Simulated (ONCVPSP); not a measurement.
Which change was made? (As, ONCV)

```
Element                 : As
Generator               : ONCVPSP 4.0.1
Type                    : optimised norm-conserving Vanderbilt (ONCV)
Functional              : PBE
Relativity              : scalar-relativistic
Frozen core             : [Ar]
Valence charge          : 15
Reference configuration : 3d10 4s2 4p2 (charge +1)
Partial waves           : 4s: rc 1.25 bohr, ncon 3, nbas 6, qcut 4.5 1/bohr, 2 projectors, debl 2.7 Ha; 4p: rc 2.00 bohr, ncon 4, nbas 8, qcut 4.4 1/bohr, 2 projectors, debl 0.5 Ha; 3d: rc 0.90 bohr, ncon 4, nbas 9, qcut 19.7 1/bohr, 2 projectors, debl 1.2 Ha
Local potential         : polynomial inside 0.55 bohr (lpopt 5, dvloc0 -1 Ha)
Core correction         : polynomial model core, fcfact 0.5
```

In the d channel the program set the typed energies aside and used -1.852, 0.250 Ha.

Cutoffs, loose and tight: the cutoffs (Ha) at which the residual kinetic energy of the hardest occupied pseudo-wave falls to 1 and 0.1 mHa per electron. They do not see the model core or the augmentation charge, which bear on the density cutoff. Test errors are all-electron minus pseudo excitation energies from the reference, over the configurations 3d10 4s2 4p3; 3d10 4s2 4p1; 3d10 4s2 4p0; 3d10 4s1 4p3; variants that change the core or the reference have their own tests.

The base gives: outcome: generated, projector energies reset by the program; cutoff, loose: 142 Ha; cutoff, tight: 159 Ha; bound ghosts: s, p; GHOST(+) flags above zero: none; largest test error (meV): -19.

Task: After one change the result is: outcome: generated, projector energies reset by the program; cutoff, loose: 374 Ha; cutoff, tight: 480 Ha; bound ghosts: s, p; GHOST(+) flags above zero: none; largest test error (meV): -19. Which change was it?
A. d: qcut 13.5
B. d: qcut 27.6
C. d: qcut 11.5
D. d: qcut 15.8

Result: C. The others give: d: qcut 27.6 → outcome: generated, projector energies reset by the program; cutoff, loose: 248 Ha; cutoff, tight: 279 Ha; bound ghosts: s, p, d; GHOST(+) flags above zero: none; largest test error (meV): -19 | d: qcut 15.8 → outcome: generated, projector energies reset by the program; cutoff, loose: 111 Ha; cutoff, tight: 126 Ha; bound ghosts: s, p; GHOST(+) flags above zero: none; largest test error (meV): -19 | d: qcut 13.5 → outcome: generated, projector energies reset by the program; cutoff, loose: 173 Ha; cutoff, tight: 379 Ha; bound ghosts: s, p; GHOST(+) flags above zero: none; largest test error (meV): -19.
